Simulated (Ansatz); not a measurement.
F2H4N2Ti (`[NH2][Ti]([NH2])([F])[F]`), relaxed with RKS PBE0-D4/def2-TZVP in Ansatz from a PBE-D4/def2-SVP geometry. The force threshold is 0.005 eV/Å; the program also tests the step.

The species carries charge 0 and has multiplicity 1.

Start:

```xyz
9

N     0.090   -0.795   -1.355
Ti    0.136   -0.423    0.485
N    -0.283    1.391    0.678
F    -1.060   -1.441    1.300
F     1.763   -0.760    1.093
H    -0.114   -0.141   -2.116
H     0.279   -1.730   -1.734
H    -1.220    1.756    0.886
H     0.410    2.143    0.763
```

Question: By how much does the energy fall, and how many steps does the optimiser take? (An estimate is asked.)

Answer: The calculation gave: 2.24 kJ/mol, in 4 steps.

Question: Which bonds change most? (Estimate.)

Answer: The calculation gave: N3–H9 from 1.027 to 1.011 Å; N3–H8 from 1.027 to 1.011 Å; N1–H7 from 1.027 to 1.011 Å; N1–H6 from 1.024 to 1.008 Å.

Question: Give the relaxed structure. (Estimate.)

Answer: The calculation gave: 
```xyz
9

N     0.090   -0.790   -1.351
Ti    0.138   -0.427    0.484
N    -0.281    1.380    0.668
F    -1.065   -1.429    1.307
F     1.764   -0.752    1.099
H    -0.120   -0.128   -2.082
H     0.278   -1.705   -1.738
H    -1.207    1.734    0.864
H     0.405    2.119    0.749
```
